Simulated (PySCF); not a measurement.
**Basis and Hamiltonian dependence of the excitation energy of Ru⁺**

Ru⁺ [Kr] 4d7 (4F) → Ru⁺ [Kr] 4d6 5s1 (6D). All values are computed (PySCF 2.14, energy differences of UHF-based or UKS calculations, no spin-orbit coupling). Values in eV.

```csv
basis,Hamiltonian,functions,UHF,LDA,PBE0,MP2 (valence),CCSD(T) (valence),CCSD(T) (valence and next inner shell)
aug-cc-pVDZ-PP with ECP28MDF,ECP,54,0.399,0.835,0.980,0.943,0.935,n/a
def2-TZVPPD with the def2 core potential (28 electrons),ECP,56,0.364,0.759,0.916,1.009,1.002,0.770
ANO-RCC-VTZP,spin-free X2C,68,0.392,1.049,1.082,1.086,1.065,0.895
aug-cc-pwCVDZ-PP with ECP28MDF,ECP,70,0.338,0.749,0.901,0.931,0.913,0.616
x2c-TZVPPall,spin-free X2C,79,0.364,1.002,1.045,1.062,1.044,0.865
def2-QZVPPD with the def2 core potential (28 electrons),ECP,88,0.374,0.751,0.912,1.060,1.041,n/a
aug-cc-pVTZ-PP with ECP28MDF,ECP,88,0.335,0.719,0.880,1.008,0.985,n/a
"x2c-TZVPPall with one added diffuse shell each of s, p, d, f type",spin-free X2C,95,0.365,1.000,1.043,1.065,1.042,n/a
aug-cc-pVTZ-DK,spin-free X2C,102,0.361,0.971,1.019,1.052,1.025,n/a
"aug-cc-pVTZ-PP with one added diffuse shell each of s, p, d, f, g type with ECP28MDF",ECP,113,0.334,0.718,0.879,1.008,n/a,n/a
aug-cc-pwCVTZ-PP with ECP28MDF,ECP,122,0.333,0.717,0.877,1.048,n/a,n/a
```

Question: Estimate the row for x2c-QZVPPall (spin-free X2C, 118 functions).

Answer: From the rows with the same Hamiltonian and similar size; the calculation gives UHF 0.36; LDA 0.97; PBE0 1.02; MP2 (valence) 1.07 (eV).

Frozen in the all-electron rows: valence and next inner shell: [Ar] 3d10; valence: [Kr]; with a core potential, the same shells as far as they lie outside it.

Reference for a calculation without spin-orbit coupling: 1.090 eV (measured, between term centres; NIST).
